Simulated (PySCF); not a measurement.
C$_{6}$H$_{16}$Ge, singlet, at a GFN2-xTB geometry, with bond 22-7 at 1.8 times its length; CASSCF(10,9)/STO-3G run with PySCF.

Input for PySCF:
```python
from pyscf import gto, scf, mcscf
import numpy

mol = gto.Mole()
mol.atom = '''
    C     3.621349    0.070053    0.266057
    C     2.167173   -0.328299    0.488743
    C     1.214330    0.514795   -0.348079
    Ge   -0.711872    0.034671   -0.095417
    C    -1.021054   -1.861962   -0.607770
    C    -1.239902    0.285984    1.805462
    C    -1.829682    1.212768   -1.245377
    H     3.775483    1.113343    0.534596
    H     3.894672   -0.056474   -0.779702
    H     4.286372   -0.542430    0.871518
    H     1.919980   -0.213079    1.546711
    H     2.039147   -1.382674    0.232662
    H     1.467869    0.407117   -1.404084
    H     1.349518    1.568702   -0.099034
    H    -0.692142   -2.046526   -1.626140
    H    -2.077386   -2.106007   -0.544660
    H    -0.480815   -2.535480    0.050667
    H    -1.033133    1.300216    2.133948
    H    -0.698660   -0.397388    2.452829
    H    -2.302108    0.099592    1.933347
    H    -1.570367    1.090610   -2.292716
    H    -3.724959    0.783130   -1.034845
    H    -1.689196    2.256889   -0.982393
'''
mol.basis = 'sto-3g'
mol.charge = 0
mol.spin = 0
mol.verbose = 4
mol.build()

mf = scf.RHF(mol)
mf.kernel()
mc = mcscf.CASSCF(mf, 9, 10)
mc.fix_spin_(ss=0.0)
mc.kernel()
occ = numpy.linalg.eigvalsh(mc.fcisolver.make_rdm1(mc.ci, mc.ncas, mc.nelecas))[::-1]
ss = mc.fcisolver.spin_square(mc.ci, mc.ncas, mc.nelecas)[0]
print('natural occupations', occ.round(4), ' <S^2>', round(ss, 4))
```

The log (banner, timings and long lists left out):

```
PySCF version 2.14.0

[INPUT] verbose = 4
[INPUT] num. atoms = 23
[INPUT] num. electrons = 84
[INPUT] charge = 0
[INPUT] spin (= nelec alpha-beta = 2S) = 0
[INPUT] symmetry False subgroup None
[INPUT] Mole.unit = angstrom
[INPUT] Symbol           X                Y                Z      unit          X                Y                Z       unit  Magmom
[...]
nuclear repulsion = 578.414797093261
number of shells = 42
number of NR pGTOs = 192
number of NR cGTOs = 64
basis = sto-3g
ecp = {}

******** <class 'pyscf.scf.hf.RHF'> ********
method = RHF
initial guess = minao
damping factor = 0
level_shift factor = 0
DIIS = <class 'pyscf.scf.diis.CDIIS'>
diis_start_cycle = 1
diis_space = 8
diis_damp = 0
SCF conv_tol = 1e-09
SCF conv_tol_grad = None
SCF max_cycles = 50
direct_scf = True
direct_scf_tol = 1e-13
Set gradient conv threshold to 3.16228e-05
Initial guess from minao.
init E= -2283.07352578143
[...]
cycle= 1 E= -2285.24302691462  delta_E= -2.17  |g|= 0.551  |ddm|= 5.31
[...]
cycle= 2 E= -2285.37335224781  delta_E= -0.13  |g|= 0.104  |ddm|= 1.09
[...]
cycle= 3 E= -2285.37752848616  delta_E= -0.00418  |g|= 0.0491  |ddm|= 0.215
[...]
cycle= 4 E= -2285.37845346256  delta_E= -0.000925  |g|= 0.0111  |ddm|= 0.0794
[...]
cycle= 5 E= -2285.37851600019  delta_E= -6.25e-05  |g|= 0.00135  |ddm|= 0.0225
[...]
cycle= 6 E= -2285.37851748714  delta_E= -1.49e-06  |g|= 0.00053  |ddm|= 0.00306
[...]
cycle= 7 E= -2285.37851778011  delta_E= -2.93e-07  |g|= 0.000136  |ddm|= 0.00157
[...]
cycle= 8 E= -2285.37851780413  delta_E= -2.4e-08  |g|= 3.38e-05  |ddm|= 0.000469
[...]
cycle= 9 E= -2285.37851780543  delta_E= -1.3e-09  |g|= 8.64e-06  |ddm|= 0.000107
[...]
cycle= 10 E= -2285.37851780548  delta_E= -5.55e-11  |g|= 1.82e-06  |ddm|= 2.49e-05
[...]
Extra cycle  E= -2285.37851780549  delta_E= -3.18e-12  |g|= 7.74e-07  |ddm|= 3.98e-06
converged SCF energy = -2285.37851780549

******** <class 'pyscf.mcscf.mc1step.CASSCF'> ********
CAS (5e+5e, 9o), ncore = 37, nvir = 18
max_cycle_macro = 50
max_cycle_micro = 4
conv_tol = 1e-07
conv_tol_grad = None
orbital rotation max_stepsize = 0.02
orbital rotation threshold for CI restart = 0.01
augmented hessian ah_max_cycle = 30
augmented hessian ah_conv_tol = 1e-12
augmented hessian ah_linear dependence = 1e-14
augmented hessian ah_level shift = 1e-08
augmented hessian ah_start_tol = 2.5
augmented hessian ah_start_cycle = 3
augmented hessian ah_grad_trust_region = 3
kf_trust_region = 3
kf_interval = 4
ci_response_space = 4
ci_grad_trust_region = 3
with_dep4 0
natorb = False
canonicalization = True
sorting_mo_energy = False
ao2mo_level = 2
internal_rotation = False
******** <class 'pyscf.fci.addons.SpinPenaltyFCISolver'> ********
max. cycles = 50
conv_tol = 1e-08
davidson only = True
linear dependence = 1e-12
level shift = 0.001
max iter space = 12
nroots = 1
pspace_size = 400
spin = None
CASCI E = -2285.47377820812  S^2 = 0.0000000
Set conv_tol_grad to 0.000316228
macro iter   1 ( 21 JK    4 micro), CASSCF E = -2285.49094533300  dE = -1.71671249e-02  S^2 = 0.0000000
               |grad[o]|=0.0478  |grad[c]|=0.0512  |ddm|=0.0295  |maxRot[o]|=0.309
macro iter   2 ( 21 JK    4 micro), CASSCF E = -2285.50005704938  dE = -9.11171637e-03  S^2 = 0.0000000
               |grad[o]|=0.0216  |grad[c]|=0.0275  |ddm|=0.0408  |maxRot[o]|=0.282
macro iter   3 ( 21 JK    4 micro), CASSCF E = -2285.50406533037  dE = -4.00828099e-03  S^2 = 0.0000000
               |grad[o]|=0.0153  |grad[c]|=0.00592  |ddm|=0.0286  |maxRot[o]|=0.227
macro iter   4 ( 21 JK    4 micro), CASSCF E = -2285.50607133375  dE = -2.00600338e-03  S^2 = 0.0000000
               |grad[o]|=0.0108  |grad[c]|=0.0264  |ddm|=0.0229  |maxRot[o]|=0.234
macro iter   5 ( 21 JK    4 micro), CASSCF E = -2285.50695898420  dE = -8.87650455e-04  S^2 = 0.0000000
               |grad[o]|=0.00755  |grad[c]|=0.0106  |ddm|=0.0228  |maxRot[o]|=0.261
macro iter   6 ( 21 JK    4 micro), CASSCF E = -2285.50714227464  dE = -1.83290433e-04  S^2 = 0.0000000
               |grad[o]|=0.00586  |grad[c]|=0.0574  |ddm|=0.00186  |maxRot[o]|=0.266
macro iter   7 ( 21 JK    4 micro), CASSCF E = -2285.50729157608  dE = -1.49301444e-04  S^2 = 0.0000000
               |grad[o]|=0.00596  |grad[c]|=0.00714  |ddm|=0.00149  |maxRot[o]|=0.0396
macro iter   8 ( 21 JK    4 micro), CASSCF E = -2285.50741458028  dE = -1.23004203e-04  S^2 = 0.0000000
               |grad[o]|=0.00478  |grad[c]|=0.00162  |ddm|=0.000377  |maxRot[o]|=0.0537
macro iter   9 ( 17 JK    4 micro), CASSCF E = -2285.50753809418  dE = -1.23513896e-04  S^2 = 0.0000000
               |grad[o]|=0.00387  |grad[c]|=0.0188  |ddm|=0.00218  |maxRot[o]|=0.0679
macro iter  10 ( 21 JK    4 micro), CASSCF E = -2285.50757927056  dE = -4.11763758e-05  S^2 = 0.0000000
               |grad[o]|=0.00288  |grad[c]|=0.00376  |ddm|=9.14e-05  |maxRot[o]|=0.125
macro iter  11 ( 21 JK    4 micro), CASSCF E = -2285.50759545115  dE = -1.61805942e-05  S^2 = 0.0000000
               |grad[o]|=0.00205  |grad[c]|=0.00357  |ddm|=0.000142  |maxRot[o]|=0.121
macro iter  12 ( 21 JK    4 micro), CASSCF E = -2285.50760621902  dE = -1.07678707e-05  S^2 = 0.0000000
               |grad[o]|=0.0017  |grad[c]|=0.00294  |ddm|=0.000365  |maxRot[o]|=0.103
macro iter  13 ( 12 JK    3 micro), CASSCF E = -2285.50763209653  dE = -2.58775071e-05  S^2 = 0.0000000
               |grad[o]|=0.00162  |grad[c]|=0.0132  |ddm|=0.00103  |maxRot[o]|=0.0635
macro iter  14 ( 21 JK    4 micro), CASSCF E = -2285.50765258370  dE = -2.04871753e-05  S^2 = 0.0000000
               |grad[o]|=0.00135  |grad[c]|=0.0018  |ddm|=0.000179  |maxRot[o]|=0.0842
macro iter  15 ( 12 JK    3 micro), CASSCF E = -2285.50764711140  dE =  5.47230638e-06  S^2 = 0.0000000
               |grad[o]|=0.00134  |grad[c]|=0.0151  |ddm|=0.00165  |maxRot[o]|=0.0627
macro iter  16 ( 21 JK    4 micro), CASSCF E = -2285.50767036679  dE = -2.32553948e-05  S^2 = 0.0000000
               |grad[o]|=0.00121  |grad[c]|=0.000783  |ddm|=7.94e-05  |maxRot[o]|=0.0437
[...]
macro iter  22 ( 25 JK    4 micro), CASSCF E = -2285.50770188532  dE = -1.74061643e-05  S^2 = 0.0000000
               |grad[o]|=0.000664  |grad[c]|=0.000531  |ddm|=3.17e-05  |maxRot[o]|=0.0238
macro iter  23 ( 21 JK    4 micro), CASSCF E = -2285.50769720166  dE =  4.68366034e-06  S^2 = 0.0000000
               |grad[o]|=0.000587  |grad[c]|=0.000639  |ddm|=3.69e-05  |maxRot[o]|=0.0293
macro iter  24 ( 25 JK    4 micro), CASSCF E = -2285.50770713657  dE = -9.93490175e-06  S^2 = 0.0000000
               |grad[o]|=0.000561  |grad[c]|=0.000601  |ddm|=3.55e-05  |maxRot[o]|=0.0167
macro iter  25 ( 21 JK    4 micro), CASSCF E = -2285.50771143577  dE = -4.29920237e-06  S^2 = 0.0000000
               |grad[o]|=0.000516  |grad[c]|=0.000734  |ddm|=3.53e-05  |maxRot[o]|=0.0215
macro iter  26 (  7 JK    2 micro), CASSCF E = -2285.50773415817  dE = -2.27223991e-05  S^2 = 0.0000000
               |grad[o]|=0.000519  |grad[c]|=0.000437  |ddm|=4.88e-05  |maxRot[o]|=0.0391
macro iter  27 (  7 JK    2 micro), CASSCF E = -2285.50776485689  dE = -3.06987245e-05  S^2 = 0.0000000
               |grad[o]|=0.000518  |grad[c]|=0.000326  |ddm|=8.51e-05  |maxRot[o]|=0.0523
macro iter  28 (  7 JK    2 micro), CASSCF E = -2285.50779929907  dE = -3.44421815e-05  S^2 = 0.0000000
               |grad[o]|=0.000529  |grad[c]|=0.00114  |ddm|=0.000196  |maxRot[o]|=0.0604
macro iter  29 (  7 JK    2 micro), CASSCF E = -2285.50783406090  dE = -3.47618302e-05  S^2 = 0.0000000
               |grad[o]|=0.000578  |grad[c]|=0.00238  |ddm|=0.000365  |maxRot[o]|=0.065
macro iter  30 (  7 JK    2 micro), CASSCF E = -2285.50786620309  dE = -3.21421844e-05  S^2 = 0.0000000
               |grad[o]|=0.000675  |grad[c]|=0.00354  |ddm|=0.000559  |maxRot[o]|=0.0674
macro iter  31 (  7 JK    2 micro), CASSCF E = -2285.50789366621  dE = -2.74631216e-05  S^2 = 0.0000000
               |grad[o]|=0.0008  |grad[c]|=0.00431  |ddm|=0.000772  |maxRot[o]|=0.0687
macro iter  32 (  7 JK    2 micro), CASSCF E = -2285.50791687620  dE = -2.32099919e-05  S^2 = 0.0000000
               |grad[o]|=0.000891  |grad[c]|=0.00419  |ddm|=0.00117  |maxRot[o]|=0.0693
macro iter  33 (  7 JK    2 micro), CASSCF E = -2285.50793806641  dE = -2.11902120e-05  S^2 = 0.0000000
               |grad[o]|=0.000879  |grad[c]|=0.000976  |ddm|=0.00131  |maxRot[o]|=0.0696
macro iter  34 (  7 JK    2 micro), CASSCF E = -2285.50796146325  dE = -2.33968317e-05  S^2 = 0.0000000
               |grad[o]|=0.000835  |grad[c]|=0.0028  |ddm|=0.00111  |maxRot[o]|=0.0698
macro iter  35 (  7 JK    2 micro), CASSCF E = -2285.50799218013  dE = -3.07168798e-05  S^2 = 0.0000000
               |grad[o]|=0.000877  |grad[c]|=0.00282  |ddm|=0.00114  |maxRot[o]|=0.0698
macro iter  36 (  7 JK    2 micro), CASSCF E = -2285.50803121568  dE = -3.90355567e-05  S^2 = 0.0000000
               |grad[o]|=0.000961  |grad[c]|=0.00254  |ddm|=0.00126  |maxRot[o]|=0.0699
macro iter  37 (  7 JK    2 micro), CASSCF E = -2285.50807892128  dE = -4.77055955e-05  S^2 = 0.0000000
               |grad[o]|=0.00106  |grad[c]|=0.00218  |ddm|=0.00138  |maxRot[o]|=0.0699
macro iter  38 (  7 JK    2 micro), CASSCF E = -2285.50813523085  dE = -5.63095732e-05  S^2 = 0.0000000
               |grad[o]|=0.00117  |grad[c]|=0.00185  |ddm|=0.00155  |maxRot[o]|=0.0699
macro iter  39 (  7 JK    2 micro), CASSCF E = -2285.50819963057  dE = -6.43997159e-05  S^2 = 0.0000000
               |grad[o]|=0.00127  |grad[c]|=0.00158  |ddm|=0.00164  |maxRot[o]|=0.0699
macro iter  40 (  7 JK    2 micro), CASSCF E = -2285.50827104386  dE = -7.14132934e-05  S^2 = 0.0000000
               |grad[o]|=0.00136  |grad[c]|=0.0014  |ddm|=0.0017  |maxRot[o]|=0.0699
macro iter  41 (  7 JK    2 micro), CASSCF E = -2285.50834777813  dE = -7.67342749e-05  S^2 = 0.0000000
               |grad[o]|=0.00142  |grad[c]|=0.00133  |ddm|=0.00171  |maxRot[o]|=0.0699
macro iter  42 (  7 JK    2 micro), CASSCF E = -2285.50842754312  dE = -7.97649900e-05  S^2 = 0.0000000
               |grad[o]|=0.00146  |grad[c]|=0.00138  |ddm|=0.0017  |maxRot[o]|=0.0699
macro iter  43 (  7 JK    2 micro), CASSCF E = -2285.50850755451  dE = -8.00113803e-05  S^2 = 0.0000000
               |grad[o]|=0.00145  |grad[c]|=0.00155  |ddm|=0.00163  |maxRot[o]|=0.0699
macro iter  44 (  7 JK    2 micro), CASSCF E = -2285.50858475569  dE = -7.72011808e-05  S^2 = 0.0000000
               |grad[o]|=0.0014  |grad[c]|=0.00182  |ddm|=0.00153  |maxRot[o]|=0.0699
macro iter  45 (  7 JK    2 micro), CASSCF E = -2285.50865603778  dE = -7.12820965e-05  S^2 = 0.0000000
               |grad[o]|=0.0013  |grad[c]|=0.00218  |ddm|=0.00139  |maxRot[o]|=0.0699
macro iter  46 (  7 JK    2 micro), CASSCF E = -2285.50871849081  dE = -6.24530321e-05  S^2 = 0.0000000
               |grad[o]|=0.00114  |grad[c]|=0.00257  |ddm|=0.00123  |maxRot[o]|=0.0699
macro iter  47 (  7 JK    2 micro), CASSCF E = -2285.50876959298  dE = -5.11021690e-05  S^2 = 0.0000000
               |grad[o]|=0.000944  |grad[c]|=0.00294  |ddm|=0.00105  |maxRot[o]|=0.0699
macro iter  48 (  7 JK    2 micro), CASSCF E = -2285.50880735083  dE = -3.77578413e-05  S^2 = 0.0000000
               |grad[o]|=0.000709  |grad[c]|=0.00326  |ddm|=0.000842  |maxRot[o]|=0.0699
macro iter  49 (  6 JK    2 micro), CASSCF E = -2285.50882536893  dE = -1.80181014e-05  S^2 = 0.0000000
               |grad[o]|=0.000453  |grad[c]|=0.0018  |ddm|=0.000408  |maxRot[o]|= 0.05
macro iter  50 ( 10 JK    3 micro), CASSCF E = -2285.50881537272  dE =  9.99620624e-06  S^2 = 0.0000000
               |grad[o]|=0.000273  |grad[c]|=0.00293  |ddm|=0.000493  |maxRot[o]|=0.051
1-step CASSCF not converged,  50 macro (693 JK 149 micro) steps
CASSCF canonicalization
Density matrix diagonal elements [1.99830838 1.9474495  1.97518458 1.96916487 1.77301534 0.26517819
 0.02956148 0.0226248  0.01951287]
CASSCF energy = -2285.50881537272
CASCI E = -2285.50881537272  E(CI) = -16.5902416141153  S^2 = 0.0000000
natural occupations [1.9986 1.9844 1.975  1.9721 1.734  0.2665 0.0296 0.0205 0.0195]  <S^2> 0.0
```

Convergence was not reached.
